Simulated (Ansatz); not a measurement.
System: C$_{3}$H$_{3}$O$_{2}$, charge 0, multiplicity 2. It need not be the lowest isomer of its formula. 
Geometry from a B3LYP-D3(BJ)/def2-TZVP (Ansatz, a first-principles code) optimisation:
```xyz
8

C      0.6562    -0.3969    -0.5285
O      1.4542    -0.8963    -1.1982
C     -0.2287     0.2370     0.3420
O      0.2763     0.8065     1.3337
C     -1.6994     0.1876     0.0257
H     -1.9061    -0.3657    -0.8920
H     -2.2286    -0.2875     0.8537
H     -2.0780     1.2058    -0.0806
```
Charge 0, spin multiplicity 2.

Basis-set convergence of Hartree-Fock and CCSD(T) correlation energies (hartree) with Ansatz. Valence correlation only, unless marked. UHF or UKS for open shells. Spin-orbit coupling is left out. No relativistic terms.

```csv
basis,functions,E(HF),"E(corr, CCSD(T))"
cc-pVDZ,85,-265.03834,-0.78900
cc-pVTZ,192,?,?
```

Q: Complete the blanks.

A: 
- cc-pVTZ, E(HF): -265.11408
- cc-pVTZ, E(corr, CCSD(T)): -0.97301
